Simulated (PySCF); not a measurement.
C4H9NSi, SMILES [SiH2](C1CCC=1)N. Coordinates come from a TPSSh-D3(BJ)/def2-SVP optimisation. The structure was generated by enumeration, and PubChem lists no compound with its InChIKey, so it may never have been made. The values are those of a single conformer.

Computed equilibrium geometry at TPSSh-D3(BJ)/def2-SVP (PySCF confirms it by a frequency run) as bond lengths and angles (one conformer of several):
Atoms: N1 Si2 C3 C4 C5 C6 H7 H8 H9 H10 H11 H12 H13 H14 H15. Bonds (Å): N1–Si2 1.740, N1–H7 1.018, N1–H8 1.018, Si2–C3 1.865, Si2–H9 1.491, Si2–H10 1.500, C3–C4 1.355, C3–C6 1.530, C4–C5 1.511, C4–H11 1.095, C5–C6 1.563, C5–H12 1.104, C5–H13 1.104, C6–H14 1.103, C6–H15 1.103. Angles (°): Si2–N1–H7 118.7, Si2–N1–H8 118.8, H7–N1–H8 109.9, N1–Si2–C3 107.4, N1–Si2–H9 106.3, N1–Si2–H10 116.6, C3–Si2–H9 112.6, C3–Si2–H10 107.7, H9–Si2–H10 106.4, Si2–C3–C4 131.9, Si2–C3–C6 135.6, C4–C3–C6 92.5, C3–C4–C5 95.4, C3–C4–H11 132.1, C5–C4–H11 132.5, C4–C5–C6 85.5, C4–C5–H12 115.9, C4–C5–H13 115.8, C6–C5–H12 115.0, C6–C5–H13 115.2, H12–C5–H13 108.1, C3–C6–C5 86.6, C3–C6–H14 115.4, C3–C6–H15 115.4, C5–C6–H14 115.1, C5–C6–H15 114.9, H14–C6–H15 108.4.
